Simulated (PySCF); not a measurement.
H10Si4, quintet, at the geometry of the source list (a higher spin typed on purpose: for a closed-shell molecule this is an excited state) (in this run its highest filled SCF level lies above zero, so its values depend strongly on the basis, on diffuse functions most of all); PySCF with M062X/STO-3G.

The PySCF input:
```python
from pyscf import gto, scf, dft

mol = gto.M(
    atom='''
Si   -0.007900    2.108500   -0.742900
Si    0.052400    0.167200    0.539700
Si    1.918400   -1.145100    0.078200
Si   -1.934300   -1.039300    0.419500
H     1.201500    2.926100   -0.623400
H    -0.142900    1.776200   -2.163800
H    -1.131200    2.990100   -0.416800
H     0.189400    0.604500    1.951000
H     3.187600   -0.428500    0.223200
H     1.872400   -1.627700   -1.304800
H     2.021200   -2.334400    0.927000
H    -1.951000   -2.225300    1.278900
H    -3.117300   -0.255300    0.781800
H    -2.158300   -1.517000   -0.947700
''',
    basis='sto-3g',
    charge=0,
    spin=4,
    verbose=4,
)

mf = dft.UKS(mol)
mf.xc = 'm062x'
mf.kernel()
```

What the program printed (banner, timings and long lists left out):

```
PySCF version 2.14.0

[INPUT] verbose = 4
[INPUT] num. atoms = 14
[INPUT] num. electrons = 66
[INPUT] charge = 0
[INPUT] spin (= nelec alpha-beta = 2S) = 4
[INPUT] symmetry False subgroup None
[INPUT] Mole.unit = angstrom
[INPUT] Symbol           X                Y                Z      unit          X                Y                Z       unit  Magmom
[INPUT]  1 Si    -0.007900000000   2.108500000000  -0.742900000000 AA   -0.014928836384   3.984487533645  -1.403877537939 Bohr   0.0
[INPUT]  2 Si     0.052400000000   0.167200000000   0.539700000000 AA    0.099021648927   0.315962208027   1.019885189428 Bohr   0.0
[INPUT]  3 Si     1.918400000000  -1.145100000000   0.078200000000 AA    3.625250597366  -2.163925385239   0.147776582941 Bohr   0.0
[INPUT]  4 Si    -1.934300000000  -1.039300000000   0.419500000000 AA   -3.655297242746  -1.963992361260   0.792740109255 Bohr   0.0
[INPUT]  5 H      1.201500000000   2.926100000000  -0.623400000000 AA    2.270505938665   5.529527613090  -1.178055266054 Bohr   0.0
[INPUT]  6 H     -0.142900000000   1.776200000000  -2.163800000000 AA   -0.270041863200   3.356531542452  -4.088989388334 Bohr   0.0
[INPUT]  7 H     -1.131200000000   2.990100000000  -0.416800000000 AA   -2.137658192108   5.650470085062  -0.787637848719 Bohr   0.0
[INPUT]  8 H      0.189400000000   0.604500000000   1.951000000000 AA    0.357914127993   1.142339442300   3.686855669026 Bohr   0.0
[INPUT]  9 H      3.187600000000  -0.428500000000   0.223200000000 AA    6.023690994664  -0.809747644376   0.421786871003 Bohr   0.0
[INPUT] 10 H      1.872400000000  -1.627700000000  -1.304800000000 AA    3.538323195636  -3.075907212955  -2.465714647332 Bohr   0.0
[INPUT] 11 H      2.021200000000  -2.334400000000   0.927000000000 AA    3.819514442971  -4.411376665185   1.751776117472 Bohr   0.0
[INPUT] 12 H     -1.951000000000  -2.225300000000   1.278900000000 AA   -3.686855669026  -4.205207544995   2.416770740706 Bohr   0.0
[INPUT] 13 H     -3.117300000000  -0.255300000000   0.781800000000 AA   -5.890843248107  -0.482447079601   1.477387884185 Bohr   0.0
[INPUT] 14 H     -2.158300000000  -1.517000000000  -0.947700000000 AA   -4.078595894649  -2.866714530965  -1.790893448250 Bohr   0.0

nuclear repulsion = 328.60434831932
number of shells = 30
number of NR pGTOs = 138
number of NR cGTOs = 46
basis = sto-3g
ecp = {}

******** <class 'pyscf.dft.uks.UKS'> ********
method = UKS
initial guess = minao
damping factor = 0
level_shift factor = 0
DIIS = <class 'pyscf.scf.diis.CDIIS'>
diis_start_cycle = 1
diis_space = 8
diis_damp = 0
SCF conv_tol = 1e-09
SCF conv_tol_grad = None
SCF max_cycles = 50
direct_scf = True
direct_scf_tol = 1e-13
number electrons alpha = 35  beta = 31
XC library pyscf.dft.libxc version 7.1.2
    S. Lehtola, C. Steigemann, M. J. T. Oliveira, and M. A. L. Marques,  SoftwareX 7, 1–5 (2018)
XC functionals = m062x
    Y. Zhao and D. G. Truhlar,  Theor. Chem. Acc. 120, 215 (2008)
    Y. Zhao and D. G. Truhlar,  Theor. Chem. Acc. 120, 215 (2008)
radial grids:
    Treutler-Ahlrichs [JCP 102, 346 (1995); DOI:10.1063/1.469408] (M4) radial grids

becke partition: Becke, JCP 88, 2547 (1988); DOI:10.1063/1.454033
pruning grids: <function nwchem_prune>
grids dens level: 3
symmetrized grids: False
atomic radii adjust function: <function treutler_atomic_radii_adjust>
small_rho_cutoff = 0
Set gradient conv threshold to 3.16228e-05
tot grids = 174800
init E= -1149.6215028465

cycle= 1 E= -1149.93054040531  delta_E= -0.309  |g|= 0.0941  |ddm|= 3.88

cycle= 2 E= -1149.9516255362  delta_E= -0.0211  |g|= 0.0367  |ddm|= 0.563

cycle= 3 E= -1149.95476940941  delta_E= -0.00314  |g|= 0.0169  |ddm|= 0.224

cycle= 4 E= -1149.95558315565  delta_E= -0.000814  |g|= 0.00684  |ddm|= 0.125

cycle= 5 E= -1149.95571807757  delta_E= -0.000135  |g|= 0.00328  |ddm|= 0.052

cycle= 6 E= -1149.95579028548  delta_E= -7.22e-05  |g|= 0.00201  |ddm|= 0.0339

cycle= 7 E= -1149.95583686541  delta_E= -4.66e-05  |g|= 0.00155  |ddm|= 0.0351

cycle= 8 E= -1149.95588387026  delta_E= -4.7e-05  |g|= 0.0011  |ddm|= 0.0486

cycle= 9 E= -1149.9559230698  delta_E= -3.92e-05  |g|= 0.000429  |ddm|= 0.0788

cycle= 10 E= -1149.95592693433  delta_E= -3.86e-06  |g|= 0.000275  |ddm|= 0.0216

cycle= 11 E= -1149.95592809593  delta_E= -1.16e-06  |g|= 0.000228  |ddm|= 0.00742

cycle= 12 E= -1149.95592932029  delta_E= -1.22e-06  |g|= 0.000216  |ddm|= 0.00907

cycle= 13 E= -1149.95593007795  delta_E= -7.58e-07  |g|= 0.000213  |ddm|= 0.00594

cycle= 14 E= -1149.95593123123  delta_E= -1.15e-06  |g|= 0.000212  |ddm|= 0.00925

cycle= 15 E= -1149.9559328724  delta_E= -1.64e-06  |g|= 0.000211  |ddm|= 0.0132

cycle= 16 E= -1149.95593756848  delta_E= -4.7e-06  |g|= 0.000208  |ddm|= 0.0384

cycle= 17 E= -1149.95595579482  delta_E= -1.82e-05  |g|= 0.000282  |ddm|= 0.162

cycle= 18 E= -1149.95595015362  delta_E= 5.64e-06  |g|= 0.000196  |ddm|= 0.0536

cycle= 19 E= -1149.95595962932  delta_E= -9.48e-06  |g|= 0.00251  |ddm|= 0.501

cycle= 20 E= -1149.95597200714  delta_E= -1.24e-05  |g|= 0.00118  |ddm|= 0.158

cycle= 21 E= -1149.9559705517  delta_E= 1.46e-06  |g|= 0.00153  |ddm|= 0.0396

cycle= 22 E= -1149.95597096797  delta_E= -4.16e-07  |g|= 0.00148  |ddm|= 0.00723

cycle= 23 E= -1149.95597093926  delta_E= 2.87e-08  |g|= 0.00156  |ddm|= 0.0321

cycle= 24 E= -1149.95597484069  delta_E= -3.9e-06  |g|= 0.000843  |ddm|= 0.0615

cycle= 25 E= -1149.95597425978  delta_E= 5.81e-07  |g|= 0.00117  |ddm|= 0.132

cycle= 26 E= -1149.95597764061  delta_E= -3.38e-06  |g|= 0.000204  |ddm|= 0.103

cycle= 27 E= -1149.95597838025  delta_E= -7.4e-07  |g|= 4.08e-05  |ddm|= 0.0632

cycle= 28 E= -1149.95597838475  delta_E= -4.5e-09  |g|= 1.95e-05  |ddm|= 0.00263

cycle= 29 E= -1149.95597838674  delta_E= -1.99e-09  |g|= 2.88e-06  |ddm|= 0.00132

cycle= 30 E= -1149.95597838684  delta_E= -1.08e-10  |g|= 1.27e-06  |ddm|= 0.000236

Extra cycle  E= -1149.95597838685  delta_E= -6.14e-12  |g|= 9.58e-07  |ddm|= 1.44e-05
converged SCF energy = -1149.95597838685  <S^2> = 6.004689  2S+1 = 5.0018753
```
